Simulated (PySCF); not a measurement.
Computed shifts of a molecule C4H4F2O2, KT2/pcSseg-1 in PySCF, GIAO, gas phase, atoms alike by connectivity averaged where their shifts nearly agree, in ppm (number of nuclei): ¹³C: 201.8 (1), 136.2 (1), 78.2 (1), 46.1 (1). ¹⁹F: -104.3 (1), -121.4 (1). ¹H: 4.71 (2), 2.92 (2). References: ¹⁷O against H2O (σ = 330.4 ppm); ¹³C against TMS (σ = 185.1 ppm); ¹⁹F against CFCl3 (σ = 127.1 ppm); ¹H against TMS (σ = 31.47 ppm), references at their B3LYP-D3(BJ)/def2-TZVP geometries, non-relativistic. Geometry optimised at r2SCAN-D4/def2-SVP. One conformer was computed; it need not be the lowest.

Q: Pick the molecule that these values belong to.
A) C[C@]1(F)OC=C(F)O1
B) O=C(O)C/C(F)=C/F
C) FC(F)=C1OCCO1
D) O=C1COC(F)(F)C1

A: D, O=C1COC(F)(F)C1
